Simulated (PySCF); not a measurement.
These are PBE-D3(BJ)/def2-TZVP // PBE-D3(BJ)/def2-SVP in PySCF values and carry that method's errors. Isolated molecules, 0 K electronic values unless said otherwise. Delta-SCF ions had no search for a lower state. Excitations are Tamm–Dancoff values on a coarser integration grid. The basis has no diffuse functions, so Rydberg states are missing or too high.

Reference species (SMILES): `c1ccc2cocc2c1` (neutral, multiplicity 1).

The T1 excitation (TDA) is 2.24 eV. The vertical ionisation energy (Delta-SCF) is 7.46 eV. The HOMO is -4.89 eV.

Changed species: `c1c2c(ccc1)c[te]c2` (E = [Te]; the reference has E = O).

What does the change do to the T1 excitation (TDA), vertical ionisation energy (Delta-SCF) and HOMO?

the T1 excitation (TDA) decreases by 0.35 eV, to 1.89 eV; the vertical ionisation energy (Delta-SCF) drops by 0.26 eV, to 7.20 eV; the HOMO rises by 0.03 eV, to -4.86 eV.
